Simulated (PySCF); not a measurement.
Method: core-valence-separated Tamm–Dancoff BHandHLYP/aug-pcX-1 (pcseg-1 on H, def2-SVPD on S) in PySCF, non-relativistic, gas phase, PBE0-D3(BJ)/def2-SVP geometry. Absolute energies from this functional tend to lie a few eV below measured edges; no shift was applied.

Main lines of an unknown, eV (oscillator strength): C K: 282.7 (0.050), 283.2 (0.063), 283.3 (0.060), 283.8 (0.067), 284.7 (0.063); O K: 528.2 (0.044). Listed: the first five lines at most of each edge with a tenth or more of its strongest line's intensity; roots within 0.03 eV on the same or equivalent atoms are summed. Only the lowest roots were sought, and the top ones are left out.

Question: Which candidate gives them?
A. `FC1=CC(=S)C=CO1`
B. `O=C1C=CSC=C1F`
C. `C(c1cccs1)(=O)F`

Answer: B. 

- `O=c1ccscc1F`: C K: 282.7 (0.050), 283.2 (0.063), 283.3 (0.060), 283.8 (0.067), 284.7 (0.063); O K: 528.2 (0.044). First C line listed at 282.7 eV, hole on the unsaturated ring CH carbon (1s→π*); first O line listed at 528.2 eV, hole on the carbonyl oxygen (1s→π*).
- `Fc1cc(=S)cco1`: C K: 282.8 (0.058), 283.0 (0.058), 283.6 (0.048), 284.0 (0.066), 284.6 (0.012); O K: 533.1 (0.026), 536.1 (0.004), 537.0 (0.010), 537.6 (0.020), 537.8 (0.031). First C line listed at 282.8 eV, hole on the thiocarbonyl carbon (1s→π*); first O line listed at 533.1 eV, hole on the ring oxygen (1s→π*).
- `O=C(F)c1cccs1`: C K: 282.7 (0.055), 283.1 (0.060), 283.5 (0.049), 283.5 (0.040), 284.9 (0.017); O K: 529.1 (0.043), 534.3 (0.005), 534.8 (0.006). First C line listed at 282.7 eV, hole on the aromatic CH carbon (1s→π*); first O line listed at 529.1 eV, hole on the carbonyl oxygen (1s→π*).

One conformer each; other structures than these candidates weren't tested.
